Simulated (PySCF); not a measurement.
Method used: delta-SCF UKS SCAN, pcX-2 on the ionised atom, pcseg-1 elsewhere, spin-free X2C in PySCF. Geometries: PBE0-D3(BJ)/def2-SVP; isolated species, one conformer each. Kα1 is taken as the energy difference of the 1s-hole and 2p3/2-hole states at the ground state's geometry. Spin–orbit coupling isn't in the SCF: each 2p doublet comes from a relaxed spin-free hole plus a matrix of the shell (mean-field spin–orbit coupling and the ground-state 2p splitting), with 2p3/2 averaged over its two sublevels.

```json
{"site": "Si7 in `[CH:1]#[C:2][C@@H:3]1[CH:4]=[CH:5][CH2:6][Si@H:7]1[O:8][SiH3:9]`", "Si 2p3/2 (eV)": "107.07"}
{"site": "Si6 in `[CH3:1][C:2](=[O:3])[NH:4][SiH:5]1[SiH2:6][SiH2:7][SiH2:8]1`", "Si 2p3/2 (eV)": "105.62"}
{"site": "Si4 in `[SiH3:1]/[CH:2]=[CH:3]\\[SiH2:4][c:5]1[cH:6][cH:7][cH:8][o:9]1`", "Si 2p3/2 (eV)": "106.48"}
{"site": "Si7 in `[cH:1]1[cH:2][o:3][c:4]([SiH:5]2[CH2:6][SiH2:7][CH2:8]2)[cH:9]1`", "Si 2p3/2 (eV)": "106.24"}
```

Task: What are the Si 1s binding energies, and the Kα1 emission energies that follow?

Result: 
```json
{"site": "Si6 in `[CH3:1][C:2](=[O:3])[NH:4][SiH:5]1[SiH2:6][SiH2:7][SiH2:8]1`", "bonded to": "2 H and 2 Si", "1s (eV)": "1845.31", "2p3/2 (eV)": "105.62", "Kα1 = 1s − 2p3/2 (eV)": "1739.69"}
{"site": "Si7 in `[cH:1]1[cH:2][o:3][c:4]([SiH:5]2[CH2:6][SiH2:7][CH2:8]2)[cH:9]1`", "bonded to": "2 C and 2 H", "1s (eV)": "1846.06", "2p3/2 (eV)": "106.24", "Kα1 = 1s − 2p3/2 (eV)": "1739.82"}
{"site": "Si4 in `[SiH3:1]/[CH:2]=[CH:3]\\[SiH2:4][c:5]1[cH:6][cH:7][cH:8][o:9]1`", "bonded to": "2 C and 2 H", "1s (eV)": "1846.30", "2p3/2 (eV)": "106.48", "Kα1 = 1s − 2p3/2 (eV)": "1739.82"}
{"site": "Si7 in `[CH:1]#[C:2][C@@H:3]1[CH:4]=[CH:5][CH2:6][Si@H:7]1[O:8][SiH3:9]`", "bonded to": "O, 2 C and H", "1s (eV)": "1846.97", "2p3/2 (eV)": "107.07", "Kα1 = 1s − 2p3/2 (eV)": "1739.90"}
```

Ranges: 1s 1.66 eV, 2p3/2 1.45 eV, Kα1 0.21 eV. A straight-line fit of 1s on 2p3/2 has slope 1.15.
